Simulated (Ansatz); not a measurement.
C2H6BF3O (`C[O+](C)[B-](F)(F)F`) at its PBE0-D4/def2-TZVP geometry, where that method's forces vanish. The species carries charge 0 and has multiplicity 1.

```csv
atom,x (Å),y (Å),z (Å)
C1,-1.341,0.248,-0.379
O2,0.078,0.068,-0.397
C3,0.782,1.164,0.195
B4,0.595,-1.450,0.111
F5,-0.117,-2.284,-0.682
F6,0.249,-1.476,1.427
F7,1.927,-1.402,-0.127
H8,-1.695,0.317,0.653
H9,-1.775,-0.619,-0.870
H10,-1.580,1.158,-0.929
H11,0.534,2.071,-0.356
H12,0.501,1.263,1.246
H13,1.842,0.942,0.107
```

(1) For each bond, give half the difference of the two atoms' forces along it (eV/Å; positive pushes the atoms apart) under PBE-D4, r2SCAN-D4, B3LYP-D4, ωB97M-V in def2-TZVPP. (Estimate.)

Answers

(1) Ansatz gave: 
```csv
bond,length (Å),PBE-D4,r2SCAN-D4,B3LYP-D4,ωB97M-V
C1–O2,1.431,0.22,0.27,0.25,0.19
C1–H8,1.092,0.08,-0.06,-0.08,-0.08
C1–H9,1.086,0.09,-0.07,-0.13,-0.10
C1–H10,1.090,0.07,-0.06,-0.10,-0.09
O2–C3,1.431,0.22,0.27,0.25,0.19
O2–B4,1.683,-0.03,-0.05,-0.02,-0.06
C3–H11,1.090,0.07,-0.06,-0.10,-0.09
C3–H12,1.092,0.08,-0.06,-0.08,-0.08
C3–H13,1.086,0.09,-0.07,-0.13,-0.10
B4–F5,1.354,0.35,0.06,0.10,0.12
B4–F6,1.361,0.33,0.06,0.14,0.14
B4–F7,1.354,0.35,0.06,0.10,0.12
```

B3LYP here is the variant with VWN-RPA as its local correlation; programs differ in this.
